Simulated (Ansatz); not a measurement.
(H3Si)2NMe (CH9NSi2), relaxed as a singlet with RKS r2SCAN-D4/def2-SVP in Ansatz, starting from the GFN2-xTB geometry. Force threshold 0.02 eV/Å.

Start:

```xyz
13

Si    1.3087    1.1039   -0.0024
H     1.2692    1.8188    1.2820
H     2.5293    0.3170   -0.1197
H     1.1654    2.0758   -1.0916
N    -0.0183   -0.0055   -0.1490
C    -1.3339    0.5985   -0.2108
Si    0.0302   -1.7070    0.1889
H    -0.3822   -2.0020    1.5696
H     1.4025   -2.1397   -0.0437
H    -0.9159   -2.3409   -0.7345
H    -2.0545   -0.1027   -0.6306
H    -1.3120    1.4890   -0.8396
H    -1.6885    0.8947    0.7814
```

**Question.** Estimate the energy that the relaxation releases and the steps that it takes.

**Answer.** 2.6 kcal/mol, in 8 steps; 20 s on 4 threads of Arm Neoverse V2 on a shared host. The force fell under the threshold at step 6, but the optimiser went on. No frequencies were taken in this run, so the end may be a saddle point.

**Question.** Does the start keep its bonding?

**Answer.** By distances, no bond broke or formed. The bond that changes most is Si1–H3, from 1.46 to 1.49 Å (atoms count from 1).

**Question.** Predict the relaxed structure.

**Answer.** 
Cartesian coordinates in Å:
```
Si 1.3203 1.1048 -0.0429
H 1.3429 1.9471 1.1982
H 2.5735 0.3009 -0.1015
H 1.2462 2.0456 -1.2050
N -0.0413 0.0122 -0.0892
C -1.3763 0.6190 -0.1465
Si 0.0300 -1.7127 0.1737
H -0.5173 -2.1168 1.5109
H 1.4532 -2.1464 0.0860
H -0.7952 -2.4112 -0.8622
H -2.0997 -0.0645 -0.6244
H -1.3638 1.5428 -0.7509
H -1.7726 0.8792 0.8538
```
Bond lengths: 2 × N–Si 1.75 Å; 1 × C–N 1.47 Å; 6 × H–Si 1.49 to 1.50 Å; 3 × C–H 1.10 to 1.11 Å.
